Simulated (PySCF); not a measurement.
Compound: C5H9ClSSi.
Numbering: `[CH2:1]=[C:2]([Cl:3])[C@@H:4]1[CH2:5][C@H:6]1[S:7][SiH3:8]`

Geometry (GFN2-xTB, Å), atoms numbered from 1 in this order:
```xyz
17
C5H9ClSSi angstrom
C     -3.1519    1.2184   -0.1286
C     -2.1425    0.5242    0.3734
Cl    -2.2005    0.0014    2.0283
C     -0.9293    0.1445   -0.3659
C     -0.2064   -1.1486   -0.0872
C      0.4159    0.1452    0.3135
S      1.8184    0.7913   -0.6090
Si     3.3793   -0.3649    0.3020
H     -3.1308    1.5508   -1.1507
H     -4.0174    1.4735    0.4551
H     -0.9400    0.4804   -1.3950
H     -0.5917   -1.7890    0.6922
H      0.2068   -1.6717   -0.9361
H      0.4519    0.4046    1.3624
H      3.0853   -1.7747    0.0699
H      3.3721   -0.0716    1.7304
H      4.5737    0.0981   -0.3781
```

Definitions: NICS(0) = −σiso at the ring centroid; NICS(1) = −σiso and NICS(1)zz = −σzz at ±1 Å along the ring normal z. Level: GIAO PBE0/pcSseg-1 (PySCF, non-relativistic, gas phase) on the GFN2-xTB geometry, one conformer.

Ring bond lengths (Å), with Mayer bond orders in brackets: C4–C5 1.507 (0.93), C5–C6 1.491 (0.90), C6–C4 1.507 (0.89).

Q: Give the NICS values of each ring in ppm.

A: 
```json
{"ring": "C4–C5–C6", "type": "3-membered carbocycle; formal bonds all single", "NICS(0)": "-43.7", "NICS(1), two faces": "-8.2 / -9.8", "NICS(1)zz, two faces": "-20.6 / -28.6", "rms pucker (Å)": "0.00", "centre to ring atoms, mean (Å)": "0.87"}
```

Q: What can be read from them?

A: 
- C4–C5–C6: mean NICS(1)zz -24.6 ppm, shielded. C4, C5, C6 have four or more neighbours, and the NICS criterion for π rings isn't applied. The two faces differ by 8.0 ppm, so no symmetry operation interchanges them. NICS(0) lies 35 ppm below the mean NICS(1).

Q: At the first NICS(1) probe listed for ring C4–C5–C6, 1 Å off the ring, what do the in-plane components average?

A: The isotropic value is a third of the trace: (3 × -8.2 − (-20.6))/2 = -2.0 ppm.

Q: Give the inner angles of the rings and the Hirshfeld charges of the ring atoms.

A: 
- C4–C5–C6: C4 59.3° (-0.046 e), C5 60.4° (-0.094 e), C6 60.4° (-0.053 e); sum 180.0° against 180° for a flat convex ring.

Q: What are the shieldings of the ring atoms and their hydrogens in the same run (means over atoms taken as equivalent)?

A: 
```tsv
atoms	environment	σ isotropic (ppm)
C4	allylic carbon	155.4
C5	three-membered-ring carbon	166.6
C6	sp3 carbon bound to sulfur	163.5
H11	methine hydrogen	29.88
H12	methylene hydrogen	30.28
H13	methylene hydrogen	30.99
H14	methine hydrogen	29.61
```
